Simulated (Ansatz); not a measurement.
Molecular dynamics of C2H3F2NSi

The input (input.yaml):

```yaml
crystal:
  periodic: [false, false, false]
  atoms:
    - { symbol: C, position_ang: [-1.233585, -1.154954, 1.34673] }
    - { symbol: C, position_ang: [-0.563106, -0.780295, 0.273894] }
    - { symbol: "N", position_ang: [0.032243, -0.532353, -0.794656] }
    - { symbol: Si, position_ang: [1.054051, 0.927565, -1.040537] }
    - { symbol: F, position_ang: [0.784809, 2.050974, 0.104393] }
    - { symbol: F, position_ang: [0.61028, 1.573507, -2.462765] }
    - { symbol: H, position_ang: [-2.268351, -0.847343, 1.497078] }
    - { symbol: H, position_ang: [-0.764407, -1.77304, 2.112216] }
    - { symbol: H, position_ang: [2.436567, 0.489638, -1.053453] }
magnetization:
  spin_polarized: true
basis:
  gaussian: { orbitals: STO-3G }
hamiltonian:
  xc: pbe0
md:
  timestep: 0.5
  n_steps: 146
  ensemble: nve
  temperature: 1500.0
  initial_velocities: maxwell_boltzmann
  seed: 747367
```

Command:

```bash
$ ansatz run input.yaml --threads 1 --pin off --max-ram 2048MiB --backend cpu --events-out ev --progress --plain --runs-dir out
```

It starts from a relaxed structure.

Output, in part (one step line in 5, the closing report, with atoms numbered from 0):

```
md step     0: t =     0.00 fs  T =  1500.0 K  F+E_penalty+E_count = -16696.70556085 eV  E_kin = 1.357230 eV  conserved = -16695.34833086 eV  (27 SCF iters)
md step     5: t =     2.50 fs  T =   926.3 K  F+E_penalty+E_count = -16696.17950908 eV  E_kin = 0.838130 eV  conserved = -16695.34137911 eV  (31 SCF iters)
md step    10: t =     5.00 fs  T =   933.1 K  F+E_penalty+E_count = -16696.18931722 eV  E_kin = 0.844261 eV  conserved = -16695.34505604 eV  (32 SCF iters)
md step    15: t =     7.50 fs  T =   872.9 K  F+E_penalty+E_count = -16696.13401519 eV  E_kin = 0.789789 eV  conserved = -16695.34422633 eV  (32 SCF iters)
md step    20: t =    10.00 fs  T =   575.4 K  F+E_penalty+E_count = -16695.86357245 eV  E_kin = 0.520621 eV  conserved = -16695.34295171 eV  (33 SCF iters)
md step    25: t =    12.50 fs  T =   596.1 K  F+E_penalty+E_count = -16695.88323425 eV  E_kin = 0.539382 eV  conserved = -16695.34385216 eV  (32 SCF iters)
md step    30: t =    15.00 fs  T =   666.0 K  F+E_penalty+E_count = -16695.94665024 eV  E_kin = 0.602605 eV  conserved = -16695.34404510 eV  (32 SCF iters)
md step    35: t =    17.50 fs  T =   722.7 K  F+E_penalty+E_count = -16695.99893586 eV  E_kin = 0.653946 eV  conserved = -16695.34498952 eV  (30 SCF iters)
md step    40: t =    20.00 fs  T =   685.2 K  F+E_penalty+E_count = -16695.96300760 eV  E_kin = 0.620021 eV  conserved = -16695.34298681 eV  (32 SCF iters)
md step    45: t =    22.50 fs  T =   889.0 K  F+E_penalty+E_count = -16696.14905944 eV  E_kin = 0.804422 eV  conserved = -16695.34463738 eV  (32 SCF iters)
md step    50: t =    25.00 fs  T =   884.0 K  F+E_penalty+E_count = -16696.14506146 eV  E_kin = 0.799895 eV  conserved = -16695.34516668 eV  (31 SCF iters)
md step    55: t =    27.50 fs  T =   582.6 K  F+E_penalty+E_count = -16695.86926947 eV  E_kin = 0.527179 eV  conserved = -16695.34209077 eV  (32 SCF iters)
md step    60: t =    30.00 fs  T =   970.3 K  F+E_penalty+E_count = -16696.22430197 eV  E_kin = 0.877903 eV  conserved = -16695.34639852 eV  (31 SCF iters)
md step    65: t =    32.50 fs  T =   816.2 K  F+E_penalty+E_count = -16696.08311847 eV  E_kin = 0.738556 eV  conserved = -16695.34456219 eV  (31 SCF iters)
md step    70: t =    35.00 fs  T =   511.1 K  F+E_penalty+E_count = -16695.80424868 eV  E_kin = 0.462491 eV  conserved = -16695.34175789 eV  (31 SCF iters)
md step    75: t =    37.50 fs  T =   897.8 K  F+E_penalty+E_count = -16696.15875548 eV  E_kin = 0.812318 eV  conserved = -16695.34643714 eV  (31 SCF iters)
md step    80: t =    40.00 fs  T =   627.3 K  F+E_penalty+E_count = -16695.91076910 eV  E_kin = 0.567587 eV  conserved = -16695.34318213 eV  (32 SCF iters)
md step    85: t =    42.50 fs  T =   746.9 K  F+E_penalty+E_count = -16696.01931958 eV  E_kin = 0.675845 eV  conserved = -16695.34347425 eV  (31 SCF iters)
md step    90: t =    45.00 fs  T =  1141.4 K  F+E_penalty+E_count = -16696.37948138 eV  E_kin = 1.032770 eV  conserved = -16695.34671119 eV  (31 SCF iters)
md step    95: t =    47.50 fs  T =   708.6 K  F+E_penalty+E_count = -16695.98269234 eV  E_kin = 0.641113 eV  conserved = -16695.34157976 eV  (31 SCF iters)
md step   100: t =    50.00 fs  T =   917.1 K  F+E_penalty+E_count = -16696.17458163 eV  E_kin = 0.829788 eV  conserved = -16695.34479318 eV  (31 SCF iters)
md step   105: t =    52.50 fs  T =   973.3 K  F+E_penalty+E_count = -16696.22585553 eV  E_kin = 0.880639 eV  conserved = -16695.34521643 eV  (31 SCF iters)
md step   110: t =    55.00 fs  T =   704.5 K  F+E_penalty+E_count = -16695.98103201 eV  E_kin = 0.637462 eV  conserved = -16695.34356996 eV  (32 SCF iters)
md step   115: t =    57.50 fs  T =   749.3 K  F+E_penalty+E_count = -16696.02164338 eV  E_kin = 0.677964 eV  conserved = -16695.34367930 eV  (32 SCF iters)
md step   120: t =    60.00 fs  T =   782.6 K  F+E_penalty+E_count = -16696.05269708 eV  E_kin = 0.708085 eV  conserved = -16695.34461192 eV  (33 SCF iters)
md step   125: t =    62.50 fs  T =   644.7 K  F+E_penalty+E_count = -16695.92644925 eV  E_kin = 0.583307 eV  conserved = -16695.34314259 eV  (32 SCF iters)
md step   130: t =    65.00 fs  T =   684.7 K  F+E_penalty+E_count = -16695.96415301 eV  E_kin = 0.619551 eV  conserved = -16695.34460182 eV  (32 SCF iters)
md step   135: t =    67.50 fs  T =   798.3 K  F+E_penalty+E_count = -16696.06634065 eV  E_kin = 0.722339 eV  conserved = -16695.34400157 eV  (32 SCF iters)
md step   140: t =    70.00 fs  T =   799.7 K  F+E_penalty+E_count = -16696.06863139 eV  E_kin = 0.723548 eV  conserved = -16695.34508386 eV  (33 SCF iters)
md step   145: t =    72.50 fs  T =   535.5 K  F+E_penalty+E_count = -16695.82584797 eV  E_kin = 0.484564 eV  conserved = -16695.34128396 eV  (31 SCF iters)
md step   146: t =    73.00 fs  T =   602.9 K  F+E_penalty+E_count = -16695.88750397 eV  E_kin = 0.545514 eV  conserved = -16695.34199039 eV  (29 SCF iters)
Total energy: -16695.88751886 eV, -613.5625494392 hartree
Atom 0 at    -1.344253    -0.780931     1.141056 Å, force    -4.426158    -1.444728     1.314730 eV/Å
Atom 1 at    -0.536920    -0.727641     0.166365 Å, force     6.923904     0.543874    -5.558294 eV/Å
Atom 2 at     0.422804    -0.750100    -0.734208 Å, force    -2.658158     0.288541     3.017705 eV/Å
Atom 3 at     1.147645     0.903476    -1.068050 Å, force     0.711948    -0.122027    -0.269220 eV/Å
Atom 4 at     0.758499     1.936093     0.163046 Å, force     0.694780    -0.560615    -0.319911 eV/Å
Atom 5 at     0.272422     1.568811    -2.278915 Å, force     0.481849    -0.148691    -0.228756 eV/Å
Atom 6 at    -2.366141    -1.127291     0.826539 Å, force     0.538186     0.854666     0.981343 eV/Å
Atom 7 at    -1.069532    -0.772836     2.182359 Å, force     0.139796    -0.051324     0.549247 eV/Å
Atom 8 at     2.674953     0.635948    -1.365039 Å, force    -2.406146     0.640303     0.513155 eV/Å
Dipole moment:     0.204102     0.168341     0.016477 e Å
```

The run went to its last step. The conserved energy stayed within 0.84 meV per atom of its start (net change 0.7 meV per atom), so the integration is sound. The temperature averaged 0.52 of the 1500 K drawn at the start: a run that starts near a minimum puts about half its kinetic energy into the potential. A run of 0.073 ps of so small a system gives no equilibrium averages. Limits of this set-up: minimal basis.

The same pairs are bonded in the first frame and the last. Pairs count as bonded within 1.25 times the sum of covalent radii (0.12 Å more for H–H).

Last frame:

```xyz
9
Properties=species:S:1:pos:R:3
C -1.344 -0.781 1.141
C -0.537 -0.728 0.166
N 0.423 -0.750 -0.734
Si 1.148 0.903 -1.068
F 0.758 1.936 0.163
F 0.272 1.569 -2.279
H -2.366 -1.127 0.827
H -1.069 -0.773 2.182
H 2.675 0.636 -1.365
```

The run took 6.7 min on 1 thread of Arm Neoverse V2, with other jobs on the host, peak memory 0.21 GiB.
